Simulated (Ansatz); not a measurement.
`CB(C)N[SiH3]` + H₂S → `CB(C)S` + `N[SiH3]` at 400 K and 1 bar (ligand exchange at a B–N bond).

Program: Ansatz. Geometries: PBE0-D4/def2-TZVP. ΔE: electronic, gas phase. CBS: MP2 limit from def2 TZ/QZ plus the TZ coupled-cluster correction, frozen cores. This one scheme is used for every species. Each species was taken in one conformer, which may not be the lowest.

| species | CCSD(T)/CBS energy (Eh) | H − E (kJ/mol) | S (J/(mol·K)) |
| --- | --- | --- | --- |
| `CB(C)N[SiH3]` | -450.78486 | 354.3 | 416.9 |
| H₂S | -398.97279 | 53.4 | 215.9 |
| `CB(C)S` | -502.93918 | 259.5 | 360.5 |
| `N[SiH3]` | -346.80422 | 153.0 | 285.3 |

H − E and S are ideal-gas, rigid-rotor, harmonic terms from PBE0-D4/def2-TZVP, for one conformer and one mirror image of each species. 1 Eh = 2625.50 kJ/mol, R = 8.31446 J/(mol·K).

Task: By hand: ΔE, ΔH, ΔS and ΔG.

Result: ΔE = (-502.93918) + (-346.80422) − (-450.78486) − (-398.97279) = 0.01425 Eh = 37.4 kJ/mol. Δ(H − E) = 259.5 + 153.0 − 354.3 − 53.4 = 4.8, so ΔH = 42.2 kJ/mol. ΔS = 360.5 + 285.3 − 416.9 − 215.9 = 13.0 J/(mol·K). ΔG = 42.2 − 400 × (13.0)/1000 = 37.0 kJ/mol.

Task: By hand: the equilibrium constant, and the temperature at which ΔG would vanish if ΔH and ΔS stayed fixed.

Result: log₁₀ K = −ΔG/(RT ln 10) = -4.8. ΔG = 0 at ΔH/ΔS = 3246 K, far beyond where these terms or the molecules hold.

The number of gas molecules stays the same, so ΔS is small and ΔH decides. A doubt of 5 kJ/mol in ΔE shifts log₁₀ K by 0.7 here. Other conformers and mirror images would add mixing entropy, several J/(mol·K) or more a flexible species. Modes under 60 cm⁻¹, often nearly free rotors, make the harmonic entropy too high. These are equilibria of isolated gas molecules and say nothing of rates. Largest T1 diagnostic: 0.012 (customary marks: 0.02 for closed shells, 0.045 for open ones).
